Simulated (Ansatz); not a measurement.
System: C$_{3}$H$_{9}$N, charge 0, singlet. C3H9N (SMILES CC(C)N).
B3LYP-D3(BJ)/def2-TZVP minimum from Ansatz (a first-principles code):
```
C
H 1 1.1018
N 1 1.4678 2 111.92
H 3 1.0138 1 110.71 2 -59.33
H 3 1.0138 4 107.14 1 -120.81
C 1 1.5238 2 107.84 3 -119.69
H 6 1.0915 1 110.88 2 -58.15
H 6 1.0918 7 108.76 1 121.28
H 6 1.0928 7 107.81 8 116.92
C 1 1.5238 2 107.84 6 -120.62
H 10 1.0915 1 110.88 2 58.15
H 10 1.0918 11 108.76 1 -121.28
H 10 1.0928 11 107.81 12 -116.92
```

Total energies in cc-pVDZ, 26 correlated electrons, 4 frozen orbitals. Radicals and triplets start from unrestricted determinants; spin-orbit coupling is neglected. Cores are frozen in correlated methods. No relativity.

| method | program | energy (Eh) | minus CCSDT(Q) (mEh) |
|---|---|---|---|
| HF | Ansatz | -173.30278 | 689.13 |
| MP2 | Ansatz | -173.91598 | 75.93 |
| CCSD | Ansatz | -173.97146 | 20.46 |
| CCSD(T) | Ansatz | -173.98990 | 2.02 |
| CCSDT(Q) | Ansatz | -173.99191 | 0.00 |

Rough core times of Ansatz's runs on a shared machine: CCSD(T) under 20 s, CCSDT(Q) 20 min.
